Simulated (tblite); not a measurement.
Start geometry of `C([Si@@H](C)Cl)(C)=O` from a force field or distance geometry (Å):
```
atom  x, y, z in Å
C1    -1.9288   -0.4732   -0.4583
C2    -0.9842    0.0287    0.5395
O3    -1.1739   -0.0789    1.7655
Si4    0.5697    0.8226   -0.0041
C5     1.9972   -0.3726    0.0866
Cl6    0.4052    1.7335   -1.8623
H7    -2.4115    0.4087   -0.9480
H8    -2.7405   -1.0124    0.0760
H9    -1.4899   -1.0832   -1.2456
H10    0.8998    1.8942    0.9609
H11    2.9660    0.1785    0.1719
H12    2.0158   -1.1043   -0.7259
H13    1.8706   -0.9410    1.0424
```

**Question.** What comes out of this run: tblite, GFN2-xTB geometry optimisation, gas phase?

**Answer.** 
```
atom  x, y, z in Å
C1    -1.977   -0.442   -0.475
C2    -1.024   -0.001    0.601
O3    -1.233   -0.207    1.774
Si4    0.611    0.898    0.082
C5     2.025   -0.370    0.111
Cl6    0.391    1.632   -1.798
H7    -2.311    0.431   -1.032
H8    -2.832   -0.963   -0.050
H9    -1.453   -1.093   -1.173
H10    0.842    2.006    1.004
H11    2.980    0.108   -0.087
H12    1.887   -1.146   -0.639
H13    2.090   -0.854    1.081
```

The energy falls by 7.7 kcal/mol over 65 L-BFGS steps, the largest force on an atom goes from 2.97 to 0.007 eV/Å, and the atoms move by 0.148 Å rms after alignment. The bond that changes most is C2–Si4 (carbonyl carbon to chlorine-bound silicon), which lengthens by 0.108 Å. Bonds longer at the end by more than 0.005 Å: 3 of 12; shorter: 8. Among the angles that change most is C5–Si4–H10, from 105.2° to 112.3°. Among the dihedrals that turn most is C2–Si4–C5–H11, from -157° to -175°. Rotational constants go from 2968, 1648, 1246 to 2916, 1664, 1244 MHz. The orientation of the end geometry is arbitrary; only internal coordinates are fixed.

Its lowest GFN2-xTB frequency is 12 cm⁻¹, too small to tell a flat minimum from a shallow saddle. The numbers are those of one conformer. 3 starts were optimised and ended at 0.00, 0.17 and 0.31 kcal/mol (GFN2-xTB); the lowest of these is shown.

The numbers are calculated, not measured.
